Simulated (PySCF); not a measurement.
# C₆ coefficients of unlike pairs at PBE

Calculated with PySCF 2.14 from the dipole response of each species, C₆(A,B) = (3/π) ∫ α_A(iu) α_B(iu) du, in atomic units, from isotropic polarisabilities. For ions this is the dispersion term alone; charge-induced terms of lower order in 1/R come first.

```
species           configuration                       basis     relativity  α (bohr³)  C₆ (like pair)
    O²⁺       [He] 2s2 2p2 (3P)    aug-cc-pwCVTZ (7s6p4d2f)           none      1.748           2.345
    Se⁺  [Ar] 3d10 4s2 4p3 (4S)   def2-QZVPPD (12s8p5d4f1g)           none      14.50           90.19
     Si       [Ne] 3s2 3p2 (3P)  aug-cc-pCVTZ-DK (8s7p5d3f)  spin-free X2C      41.34           341.7
     N⁺       [He] 2s2 2p2 (3P)      aug-cc-pVTZ (5s4p3d2f)           none      3.928           8.555
```

(1) Estimate C₆ for N⁺ with O²⁺.

No spin-orbit coupling is included.

The other pairs:

| pair | C₆ |
| --- | --- |
| Si, Se⁺ | 164.9 |
| Se⁺, O²⁺ | 13.91 |
| Si, O²⁺ | 23.18 |
| N⁺, Se⁺ | 27.50 |
| N⁺, Si | 48.13 |

## Answers

(1) The integral gives 4.417. The combination rule 2 C_A C_B / (C_A α_B/α_A + C_B α_A/α_B) gives 4.421 and the geometric mean 4.479.
